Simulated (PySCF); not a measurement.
Planning calculations on `CPCCCPC(C)C` (27 atoms, 90 electrons) with PySCF and density fitting. Hardware: an Arm Neoverse V2 with one thread, shared host with 96 logical CPUs at a one-minute load of 12. Times on a shared machine are rough. SCF iterations of a TDDFT job count the ground state alone. Geometry: PBE0-D3(BJ)/def2-SVP.

Compound: C7H18P2.
Atom-mapped SMILES: `[CH3:1][PH:2][CH2:3][CH2:4][CH2:5][PH:6][CH:7]([CH3:8])[CH3:9]` (hydrogens: H10, H11, H12 on C1; H13 on P2; H14, H15 on C3; H16, H17 on C4; H18, H19 on C5; H20 on P6; H21 on C7; H22, H23, H24 on C8; H25, H26, H27 on C9)

```json
{"job": "core-ionisation, ΔSCF SCAN (pcX-2 on a light ionised atom, pcseg-1 elsewhere, X2C)", "basis functions": "up to 266", "grid": "50×110 at most in the cycles", "SCF iterations": "159", "other work": "10 core holes"}
{"job": "NMR shieldings, wB97X-D/pcSseg-1", "basis functions": "257", "grid": "level 2", "SCF iterations": "13", "other work": "6 response iterations"}
{"job": "geometry optimisation, PBE0-D3(BJ)/def2-SVP", "basis functions": "224", "grid": "level 1", "SCF iterations": "44", "other work": "7 gradients"}
{"job": "NMR shieldings, PBE0/pcSseg-1, IEF-PCM water", "basis functions": "257", "grid": "level 2", "SCF iterations": "12", "other work": "4 response iterations"}
{"job": "NMR shieldings and populations, PBE0/pcSseg-1", "basis functions": "257", "grid": "level 2", "SCF iterations": "12", "other work": "4 response iterations, charges and field gradients"}
{"job": "NMR shieldings and populations, PBE0/pcSseg-1, IEF-PCM dimethylsulfoxide", "basis functions": "257", "grid": "level 2", "SCF iterations": "12", "other work": "4 response iterations, charges and field gradients"}
```

(1) Sort the jobs into tiers of rough cost, cheapest first; a new tier starts where the time jumps by half or more.

(2) What do these jobs cost together, and what share goes to the dearest?

(3) How much memory did the process hold at its peak in each job?

Results:

(1) 
- about 50 to 70 core-seconds: NMR shieldings and populations, PBE0/pcSseg-1; NMR shieldings, PBE0/pcSseg-1, IEF-PCM water; NMR shieldings and populations, PBE0/pcSseg-1, IEF-PCM dimethylsulfoxide; NMR shieldings, wB97X-D/pcSseg-1
- about 170 to 200 core-seconds: geometry optimisation, PBE0-D3(BJ)/def2-SVP; core-ionisation, ΔSCF SCAN (pcX-2 on a light ionised atom, pcseg-1 elsewhere, X2C)

Within a tier the order means little. Dearest over cheapest: a factor of about 4.

(2) About 10 core-minutes, of which core-ionisation, ΔSCF SCAN (pcX-2 on a light ionised atom, pcseg-1 elsewhere, X2C) takes about 35 %.

(3) core-ionisation, ΔSCF SCAN (pcX-2 on a light ionised atom, pcseg-1 elsewhere, X2C): 0.69 GiB; geometry optimisation, PBE0-D3(BJ)/def2-SVP: 1.0 GiB; NMR shieldings and populations, PBE0/pcSseg-1: 1.3 GiB; NMR shieldings, PBE0/pcSseg-1, IEF-PCM water: 1.5 GiB; NMR shieldings and populations, PBE0/pcSseg-1, IEF-PCM dimethylsulfoxide: 1.5 GiB; NMR shieldings, wB97X-D/pcSseg-1: 1.5 GiB.
